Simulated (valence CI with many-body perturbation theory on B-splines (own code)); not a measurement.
Values are calculated unless marked as measured or tabulated.
**Ladder of approximations for Dy¹⁷⁺**

Level of theory: valence CI with perturbative core correlation (CI+MBPT): three valence electrons over a frozen Dirac-Fock core [Kr] 4d10, radial functions for each j: 8 s, 8 p, 9 d, 9 f, 6 g, 3 h, 2 i, with the one-electron correlation potential Σ1, the two-electron term Σ2, the three-electron term Σ3, Breit, model QED; selected CI, second order for the rest (own B-spline code, finite nucleus).

No measured levels were compared; by estimate terms of the open shell hold to a few per cent of their energy, and close levels can change places. Core correlation moves these levels by up to 39000 cm⁻¹, and in measured spectra 5 to 20 % of such shifts remained as error; rates that hang on mixing are uncertain with them.

Each rung adds one term. CI alone is the Dirac-Coulomb CI over the frozen core; QED comes last and gives the full result, which names the levels. Energies are above 4f³ ⁴I°_9/2 on the same rung, in cm⁻¹.

Names give the largest LS component (configuration and term), which can be under half, so a name can repeat, a term be missing and a line seem to break the LS rules; names also repeat where a configuration has a term twice. Letters in brackets count levels of one name in rising energy.

| Level | CI alone |
| --- | --- |
| 4f³ ⁴I°_11/2 | 6708 |
| 4f³ ⁴I°_13/2 | 13420 |
| 4f³ ⁴I°_15/2 | 20025 |
| 4f³ ⁴F°_3/2 | 25616 |
| 4f³ ²H°_9/2 [a] | 26818 |
| 4f³ ⁴F°_5/2 | 29764 |
| 4f³ ⁴S°_3/2 | 31389 |
| 4f³ ⁴F°_7/2 | 32407 |
| 4f³ ⁴F°_9/2 | 36712 |
| 4f³ ⁴G°_5/2 | 38918 |
| 4f³ ²H°_11/2 [a] | 37780 |
| 4f³ ⁴G°_7/2 [a] | 39436 |
| 4f³ ²K°_13/2 | 43168 |
| 4f³ ⁴G°_7/2 [b] | 45131 |
| 4f³ ⁴G°_9/2 | 47392 |
| 4f³ ²D°_3/2 [a] | 46861 |

Q: What do these energies become with core correlation, Breit and QED?

A: 4f³ ⁴I°_11/2 6937 (+229); 4f³ ⁴I°_13/2 13724 (+304); 4f³ ⁴I°_15/2 20285 (+260); 4f³ ⁴F°_3/2 24444 (-1171); 4f³ ²H°_9/2 [a] 26462 (-356); 4f³ ⁴F°_5/2 28749 (-1015); 4f³ ⁴S°_3/2 31417 (+28); 4f³ ⁴F°_7/2 31474 (-933); 4f³ ⁴F°_9/2 36088 (-624); 4f³ ⁴G°_5/2 37214 (-1705); 4f³ ²H°_11/2 [a] 37814 (+35); 4f³ ⁴G°_7/2 [a] 38642 (-794); 4f³ ²K°_13/2 42024 (-1143); 4f³ ⁴G°_7/2 [b] 44214 (-917); 4f³ ⁴G°_9/2 46206 (-1186); 4f³ ²D°_3/2 [a] 46533 (-327).

Q: How does the ionisation energy move along the ladder, and which term matters most?

A: CI alone 387.03, + Σ1 390.23, + Σ2 395.08, + Σ3 395.10, + Breit 395.15, + QED 395.17 eV. The largest step is Σ2, 4.84 eV. NIST lists 399 ± 20 eV (theoretical).
